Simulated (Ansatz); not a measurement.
Relaxing a trial structure of C4H9BO2

The starting geometry of this gas-phase singlet was optimised with GFN2-xTB.

```yaml
atoms:
  - { symbol: C, position_ang: [-1.5196, 0.7873, 1.1621] }
  - { symbol: C, position_ang: [-3.1252, 2.1894, 0.1335] }
  - { symbol: C, position_ang: [-0.7608, 0.4859, 2.4579] }
  - { symbol: C, position_ang: [0.5214, 0.5681, 1.6382] }
  - { symbol: B, position_ang: [-1.1972, -0.1718, -0.0138] }
  - { symbol: O, position_ang: [-2.2788, 1.9094, 1.2332] }
  - { symbol: O, position_ang: [-0.1538, 0.9390, 0.4254] }
  - { symbol: H, position_ang: [-1.6155, 0.0945, -1.0776] }
  - { symbol: H, position_ang: [-0.8591, -1.2735, 0.2251] }
  - { symbol: H, position_ang: [-2.5421, 2.4836, -0.7425] }
  - { symbol: H, position_ang: [-3.7401, 1.3217, -0.1177] }
  - { symbol: H, position_ang: [-3.7575, 3.0173, 0.4490] }
  - { symbol: H, position_ang: [-0.9928, -0.4788, 2.9016] }
  - { symbol: H, position_ang: [-0.8666, 1.2778, 3.1949] }
  - { symbol: H, position_ang: [1.0686, -0.3690, 1.5172] }
  - { symbol: H, position_ang: [1.2068, 1.3685, 1.9251] }
```

Predict what it relaxes into with r2SCAN-D4/def2-SVP.

It rearranges, giving a structure given below by its coordinates. Distances that change by over a tenth: B5–O7 (1.59 → 1.35 Å). Contacts that open: C1–O7 (1.56 → 2.42 Å), B5–H9 (1.18 → 2.23 Å). Contacts that close: C1–H9 (2.36 → 1.12 Å).

The energy falls by 2.27 eV over 31 steps:

| step | E − E(last) (eV) |
| --- | --- |
| 1 | 2.273 |
| 4 | 1.987 |
| 8 | 1.761 |
| 11 | 1.472 |
| 14 | 1.248 |
| 18 | 0.535 |
| 21 | 0.093 |
| 24 | 0.016 |
| 28 | 0.000 |
| 31 | 0.000 |

Final geometry (Å):

```xyz
16

C    -1.5483    0.7646    0.9989
C    -3.5212    1.7520    0.1891
C    -0.6297    0.7045    2.2258
C     0.6567    0.0870    1.6838
B    -0.4556    0.9173   -0.1551
O    -2.5067    1.7970    1.1552
O     0.7523    0.5183    0.3067
H    -0.5569    1.3040   -1.2928
H    -2.0696   -0.2184    0.8764
H    -3.1254    1.8305   -0.8428
H    -4.1095    0.8121    0.2551
H    -4.1952    2.6011    0.3734
H    -1.0473    0.1478    3.0794
H    -0.4493    1.7428    2.5536
H     0.6247   -1.0170    1.6943
H     1.5687    0.4059    2.2108
```

No frequencies were run, so the end isn't proven a minimum. Run with Ansatz 0.2.0, 2.2 min on 2 threads of Arm Neoverse V2, with other jobs on the host.
